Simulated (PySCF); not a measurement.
C₂H₅Cl₂GeN, SMILES C/C=[N]/[GeH]([Cl])[Cl].

The structure is a stationary point at TPSSh-D3(BJ)/def2-SVP. The structure was generated by enumeration; whether it is a known compound was not checked. One conformer was computed; it need not be the lowest.

Two levels are set side by side: PBE/def2-TZVP (PySCF) and M06-2X/def2-TZVP (PySCF). Same geometry, gas phase. Differences are taken from unrounded values.

| quantity | PBE |
|---|---|
| orbital gap (eV) | 4.10 |
| highest occupied level (eV) | -6.34 |
| lowest empty level (eV) | -2.24 |
| dipole moment (D) | 3.91 |
| mean polarisability (bohr³) | 90.1 |

Task: These are the PBE values. What does M06-2X give? (An estimate is asked for; the answer gives what the named calculation found.)

Result: 
| quantity | M06-2X | PBE minus M06-2X |
|---|---|---|
| orbital gap (eV) | 8.92 | -4.81 |
| highest occupied level (eV) | -9.06 | 2.72 |
| lowest empty level (eV) | -0.14 | -2.10 |
| dipole moment (D) | 4.10 | -0.19 |
| mean polarisability (bohr³) | 84.3 | 5.7 |

Without exact exchange PBE keeps part of each electron's self-repulsion, which lifts occupied levels and narrows the gap. PBE's more diffuse valence density responds more strongly to a field. Differences between two approximate levels are no errors against the true value.

Rough cost on one machine, each run with all the roots and properties that it gave: M06-2X against PBE about 3 times.
